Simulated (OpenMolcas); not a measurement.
**Tc3+ in a point-charge field**

Tc3+ among 3 point charges of -0.98 e arranged as a planar triangle (D3h), 1.84 Å from the ion.
```
   1.8400    0.0000    0.0000  -0.98
  -0.9200    1.5935    0.0000  -0.98
  -0.9200   -1.5935    0.0000  -0.98
```

```
Program             : OpenMolcas 26.06
Method              : SS-CASPT2, IPEA 0.25 Eh, imaginary shift 0.1 Eh (closed shells correlated: 4s 4p)
Basis               : ANO-RCC-VDZP [6s5p3d1f]
Scalar Hamiltonian  : DKH2, point nucleus
Active space        : 4 electrons in 5 orbitals (4d)
State averaging     : 2S+1 = 5 even, 5 roots; 2S+1 = 3 even, 45 roots; 2S+1 = 1 even, 50 roots
Spin-orbit coupling : state interaction with AMFI integrals over the reference wave functions
```

The lowest spin-free states (labels of D3, the rotations of D3h), above the lowest:

```
State  Degeneracy  E (cm-1)  Free-ion L (%)
   5E           2         0         D (100)
   5E           2      9340         D (100)
  5A1           1     10800         D (100)
   3E           2     16810          H (53)
  3A2           1     17170          H (69)
  3A1           1     17180          H (68)
  3A2           1     17220          H (72)
   3E           2     17670          H (72)
   3E           2     17900          H (62)
   3E           2     19220          G (31)
  3A2           1     19850          P (90)
   3E           2     19870          F (68)
  3A2           1     20840          F (90)
  3A1           1     20880          F (90)
  3A1           1     21280          G (72)
   3E           2     21740          P (51)
  1A1           1     23380          I (86)
   1E           2     23710          I (90)
  1A1           1     24640          D (52)
   3E           2     24830          G (58)
```

The lowest levels with spin-orbit coupling:

| E (cm-1) | Degeneracy | Label | 2S+1 | g |
| --- | --- | --- | --- | --- |
| 0 | 1 | A1 | 5 |  |
| 8 | 1 | A2 | 5 |  |
| 550 | 2 | E | 5 | 0.00 0.00 0.01 |
| 1080 | 2 | E | 5 | 0.00 0.00 3.99 |
| 1600 | 1 | A1 | 5 |  |
| 1600 | 1 | A2 | 5 |  |
| 2100 | 2 | E | 5 | 0.00 0.00 11.97 |
| 9560 | 1 | A1 | 5 |  |
| 9590 | 2 | E | 5 | 0.00 0.00 5.11 |
| 10210 | 1 | A2 | 5 |  |
| 10260 | 2 | E | 5 | 0.00 0.00 2.99 |
| 10440 | 2 | E | 5 | 0.00 0.00 6.25 |
| 10930 | 2 |  | 5 | 0.00 0.00 9.98 |
| 12080 | 2 | E | 5 | 0.00 0.00 7.70 |
| 12230 | 2 | E | 5 | 0.00 0.00 3.85 |
| 12260 | 1 | A1 | 5 |  |
| 16820 | 1 | A1 | 3 |  |
| 17070 | 2 | E | 3 | 0.00 0.00 2.27 |
| 17490 | 2 | E | 3 | 0.00 0.00 1.30 |
| 17620 | 1 | A2 | 3 |  |

Powder χT (cm3 K/mol): 0.182 at 2 K, 0.478 at 10 K, 0.62 at 50 K, 0.742 at 100 K, 0.972 at 200 K, 1.17 at 300 K. The effective moment at 300 K is 2.828 √(χT) = 3.06 μB.

The lowest level has 2S+1 = 5, for which the spin-only value is χT = S(S+1) / 2 = 3.000 cm3 K/mol (g = 2). The computed 1.170 at 300 K differs by -1.830, through orbital momentum, spin-orbit coupling and any other state in reach.

Roots that are degenerate in the reference are averaged as groups; the widest CASPT2 spread within a group is 230 cm-1 (the 2-fold group of multiplicity 5 near 0 cm-1 above the lowest state of its run). Shifts and gaps below about the spread of the groups concerned are not significant. An orbital doublet at a regular site is open to a Jahn-Teller distortion, which this geometry leaves out. Point charges give a weaker field than real ligands, and real ions of this kind are as a rule low spin; the high spin found here belongs to the model. Free-ion shares, where given, are those of the reference states; single-state CASPT2 does not remix them. Point charges carry no covalency, so the field is a model and not that of real ligands. No measured value stands beside these numbers.

With an even number of electrons the g values are those of a degenerate or nearly degenerate non-Kramers pair.
